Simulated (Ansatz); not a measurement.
Compare A (`CSS[SiH2][SiH3]`) with its isomer B (`CS[SiH2][SiH2]S`).

Gas-phase electronic energies from Ansatz, PBE0-D4/def2-TZVP geometries. CCSD(T)/CBS is the MP2 limit (def2-TZVPP, def2-QZVPP) plus CCSD(T) − MP2 in def2-TZVPP, frozen cores. Functionals use def2-TZVPP. B3LYP here is the variant with VWN-RPA as its local correlation; programs differ in this. One conformer a species, not always the lowest.

A:

```xyz
13

C     0.414    1.396    2.316
S     1.328    0.213    1.313
S     1.354    1.139   -0.524
Si   -0.481    0.302   -1.272
Si   -0.281   -2.008   -1.574
H     0.370    0.966    3.320
H     0.935    2.352    2.355
H    -0.599    1.530    1.938
H    -1.589    0.645   -0.339
H    -0.735    0.980   -2.575
H     0.107   -2.676   -0.307
H     0.757   -2.269   -2.607
H    -1.577   -2.571   -2.042
```

B:

Z-matrix (Å, degrees):
```
C
S 1 1.816
H 1 1.089 2 106.7
H 1 1.091 2 111.2 3 118.5
H 1 1.090 2 111.0 3 -118.6
Si 2 2.137 1 99.6 3 177.6
Si 6 2.347 2 108.2 1 59.6
H 6 1.485 2 105.2 1 178.7
H 6 1.490 2 110.8 1 -62.8
S 7 2.140 6 106.1 2 36.7
H 7 1.487 6 112.2 2 155.7
H 7 1.490 6 110.7 2 -84.4
H 10 1.352 7 92.6 6 -17.2
```

Task: Which isomer does CCSD(T)/CBS put lower? Give the gap. (An estimate is asked.)

Result: Computed: B, by 19.9 kcal/mol.

Task: Give E(B) − E(A) in kcal/mol with PBE-D4, ωB97M-V, CCSD(T)/def2-TZVPP, CCSD/def2-TZVPP, B3LYP, r2SCAN-D4, B3LYP-D4. (Best estimate.)

Result: The calculation gave: PBE-D4 -18.5, ωB97M-V -19.7, CCSD(T)/def2-TZVPP -20.3, CCSD/def2-TZVPP -20.4, B3LYP -17.7, r2SCAN-D4 -19.8, B3LYP-D4 -18.5. None reverses the order clearly.

Largest T1 diagnostic: 0.013.

From PBE to PBE0 (25 % exact exchange), in def2-TZVPP and without D4, E(B) − E(A) moves by −1.2 kcal/mol. The D4 term adds −0.8 kcal/mol with B3LYP and −0.4 kcal/mol with PBE0; it sums over pairs of atoms, weighted by their polarisabilities, and B3LYP, whose exchange is more repulsive, gets the larger term.
